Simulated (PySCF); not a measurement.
F2OS, charge +1, doublet, geometry from GFN2-xTB (a state made from the parent by changing its charge; the spin is typed, not shown lowest); WB97X/6-31G* in PySCF.

PySCF was given this input:
```python
from pyscf import gto, scf, dft

mol = gto.Mole()
mol.atom = '''
    O     1.41277745   -0.15274416   -0.32845099
    S     0.17532783   -0.00614867    0.32891486
    F    -0.66462846    1.26381023   -0.18763295
    F    -0.90286763   -1.11710668   -0.10514814
'''
mol.basis = '6-31g*'
mol.charge = 1
mol.spin = 1
mol.verbose = 4
mol.build()

mf = dft.UKS(mol)
mf.xc = 'wb97x'
mf.kernel()
mf.analyze()
```

Question: What does PySCF print? Leave out banner, timings and long lists.

Answer: 
```
PySCF version 2.14.0

[INPUT] verbose = 4
[INPUT] num. atoms = 4
[INPUT] num. electrons = 41
[INPUT] charge = 1
[INPUT] spin (= nelec alpha-beta = 2S) = 1
[INPUT] symmetry False subgroup None
[INPUT] Mole.unit = angstrom
[INPUT] Symbol           X                Y                Z      unit          X                Y                Z       unit  Magmom
[...]
nuclear repulsion = 191.026347557742
number of shells = 26
number of NR pGTOs = 132
number of NR cGTOs = 60
basis = 6-31g*
ecp = {}

******** <class 'pyscf.dft.uks.UKS'> ********
method = UKS
initial guess = minao
damping factor = 0
level_shift factor = 0
DIIS = <class 'pyscf.scf.diis.CDIIS'>
diis_start_cycle = 1
diis_space = 8
diis_damp = 0
SCF conv_tol = 1e-09
SCF conv_tol_grad = None
SCF max_cycles = 50
direct_scf = True
direct_scf_tol = 1e-13
number electrons alpha = 21  beta = 20
XC library pyscf.dft.libxc version 7.1.2
    S. Lehtola, C. Steigemann, M. J. T. Oliveira, and M. A. L. Marques,  SoftwareX 7, 1–5 (2018)
XC functionals = wb97x
    J.-D. Chai and M. Head-Gordon,  J. Chem. Phys. 128, 084106 (2008)
radial grids:
    Treutler-Ahlrichs [JCP 102, 346 (1995); DOI:10.1063/1.469408] (M4) radial grids

becke partition: Becke, JCP 88, 2547 (1988); DOI:10.1063/1.454033
pruning grids: <function nwchem_prune>
grids dens level: 3
symmetrized grids: False
atomic radii adjust function: <function treutler_atomic_radii_adjust>
small_rho_cutoff = 0
Set gradient conv threshold to 3.16228e-05
tot grids = 61488
init E= -673.682696559518

cycle= 1 E= -672.255750333894  delta_E= 1.43  |g|= 0.736  |ddm|= 1.81
cycle= 2 E= -672.172251239425  delta_E= 0.0835  |g|= 0.953  |ddm|= 1.36
cycle= 3 E= -672.504432867083  delta_E= -0.332  |g|= 0.117  |ddm|= 0.721
cycle= 4 E= -672.508795695508  delta_E= -0.00436  |g|= 0.0693  |ddm|= 0.112
cycle= 5 E= -672.510663343542  delta_E= -0.00187  |g|= 0.0139  |ddm|= 0.0473
cycle= 6 E= -672.511086574613  delta_E= -0.000423  |g|= 0.00827  |ddm|= 0.0322
cycle= 7 E= -672.51138559488  delta_E= -0.000299  |g|= 0.00419  |ddm|= 0.0388
cycle= 8 E= -672.511480550397  delta_E= -9.5e-05  |g|= 0.00153  |ddm|= 0.0279
cycle= 9 E= -672.511492576024  delta_E= -1.2e-05  |g|= 0.000426  |ddm|= 0.0112
cycle= 10 E= -672.511493273863  delta_E= -6.98e-07  |g|= 0.000129  |ddm|= 0.00243
cycle= 11 E= -672.511493331211  delta_E= -5.73e-08  |g|= 4.49e-05  |ddm|= 0.000694
cycle= 12 E= -672.511493335949  delta_E= -4.74e-09  |g|= 3.13e-05  |ddm|= 0.000159
[...]
converged SCF energy = -672.511493336851  <S^2> = 0.76153182  2S+1 = 2.0114988
Total Energy =                        -672.511493336850549
[...]
spin_pop of  0 O 3dxz      0.00206
spin_pop of  0 O 3dx2-y2   -0.00012
spin_pop of  1 S 1s        0.00000
spin_pop of  1 S 2s        0.00002
spin_pop of  1 S 3s        0.15309
spin_pop of  1 S 4s        0.00241
spin_pop of  1 S 2px      -0.00000
spin_pop of  1 S 2py      -0.00000
spin_pop of  1 S 2pz       0.00001
spin_pop of  1 S 3px      -0.02991
spin_pop of  1 S 3py      -0.02040
spin_pop of  1 S 3pz       0.14582
spin_pop of  1 S 4px      -0.00067
spin_pop of  1 S 4py      -0.00063
spin_pop of  1 S 4pz       0.00685
spin_pop of  1 S 3dxy     -0.00170
spin_pop of  1 S 3dyz     -0.00054
spin_pop of  1 S 3dz^2     0.00910
spin_pop of  1 S 3dxz     -0.00137
spin_pop of  1 S 3dx2-y2    0.00086
spin_pop of  2 F 1s       -0.00000
spin_pop of  2 F 2s       -0.00094
spin_pop of  2 F 3s       -0.00011
spin_pop of  2 F 2px       0.02252
spin_pop of  2 F 2py       0.03629
spin_pop of  2 F 2pz       0.07468
spin_pop of  2 F 3px       0.00005
spin_pop of  2 F 3py      -0.00002
spin_pop of  2 F 3pz       0.00036
spin_pop of  2 F 3dxy      0.00004
spin_pop of  2 F 3dyz      0.00008
spin_pop of  2 F 3dz^2     0.00005
spin_pop of  2 F 3dxz      0.00002
spin_pop of  2 F 3dx2-y2    0.00005
spin_pop of  3 F 1s       -0.00000
spin_pop of  3 F 2s       -0.00094
spin_pop of  3 F 3s       -0.00011
spin_pop of  3 F 2px       0.03604
spin_pop of  3 F 2py       0.03042
spin_pop of  3 F 2pz       0.06703
spin_pop of  3 F 3px       0.00006
spin_pop of  3 F 3py      -0.00002
spin_pop of  3 F 3pz       0.00034
spin_pop of  3 F 3dxy      0.00012
spin_pop of  3 F 3dyz      0.00003
spin_pop of  3 F 3dz^2     0.00008
spin_pop of  3 F 3dxz      0.00003
spin_pop of  3 F 3dx2-y2   -0.00000
 ** Mulliken Spin Density (per atom)  **
spin density of  0 O =      0.47092
spin density of  1 S =      0.26292
spin density of  2 F =      0.13308
spin density of  3 F =      0.13308
 ** Mulliken pop alpha/beta on meta-lowdin orthogonal AOs **
 ** Mulliken pop       alpha | beta **
In total            21.00000 | 20.00000
 ** Mulliken atomic charges   ( Nelec_alpha | Nelec_beta ) **
charge of  0O =     -0.32663  (     4.39877      3.92786 )
charge of  1S =      1.80498  (     7.22897      6.96605 )
charge of  2F =     -0.23918  (     4.68613      4.55305 )
charge of  3F =     -0.23917  (     4.68613      4.55304 )

WARN: System has nonzero charge 1; the dipole moment is origin-dependent.
Location of origin: [0. 0. 0.]

Dipole moment(X, Y, Z, Debye):  0.55144,  0.00131,  1.63172
```
